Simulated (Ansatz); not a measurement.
Gas-phase electronic energies from Ansatz, PBE0-D4/def2-TZVP geometries. CBS: MP2 limit from def2 TZ/QZ plus the TZ coupled-cluster correction, frozen cores. This one scheme is used for every species. Functionals use def2-TZVPP. B3LYP here is the variant with VWN-RPA as its local correlation; programs differ in this. For Ge outer-core shells are correlated without core-valence functions, which leaves a few kJ/mol of doubt a bond. Scalar relativity is left out up to krypton. One conformer a species, not always the lowest.

Consider the formal exchange of groups at a Ge–N bond: `OB(F)[NH][GeH3]` + `N=CO` → `N=[C](O)[GeH3]` + `NB(O)F`.

Task: Is it downhill or uphill in electronic energy at CCSD(T)/CBS, and by how much? (Best estimate.)

Result: Computed: Uphill: ΔE = +8.0 kcal/mol.

Task: What do these levels give: B3LYP-D4, ωB97M-V, B2PLYP, r2SCAN, MP2/def2-QZVPP, MP2/CBS(def2)? (An estimate is asked.)

Result: Computed: B3LYP-D4 7.7, ωB97M-V 8.0, B2PLYP 8.2, r2SCAN 7.1, MP2/def2-QZVPP 8.4, MP2/CBS(def2) 8.2 kcal/mol.

Largest T1 diagnostic among the species: 0.014.

In def2-TZVPP, CCSD(T) changes the Hartree–Fock value by −2.9 kcal/mol (the triples alone add −0.5 kcal/mol) and MP2 by −2.8 kcal/mol. From PBE to PBE0 (25 % exact exchange), in def2-TZVPP and without D4, ΔE moves by +1.2 kcal/mol.
